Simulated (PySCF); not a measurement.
A calculated (UHF, PySCF 2.14, pcseg-2, no relativity, point nucleus) atom or ion has these occupied shells.

```csv
shell,electrons,orbital energy (eV),"rms radius, mean of both spins (bohr)"
1s α,1,-6551.4,0.0713
1s β,1,-6551.2,0.0713
2s α,1,-800.67,0.305
2s β,1,-796.72,0.305
2p α,3,-683.79,0.275
2p β,3,-679.96,0.275
3s α,1,-117.20,0.925
3s β,1,-105.81,0.925
3p α,3,-81.999,0.992
3p β,3,-68.445,0.992
3d α,5,-25.293,1.27
4s α,1,-14.829,3.11
```

Q: Name the element and its charge.

A: Mn⁺ (manganese, charge +1), in [Ar] 3d5 4s1, high-spin 7S determinant.
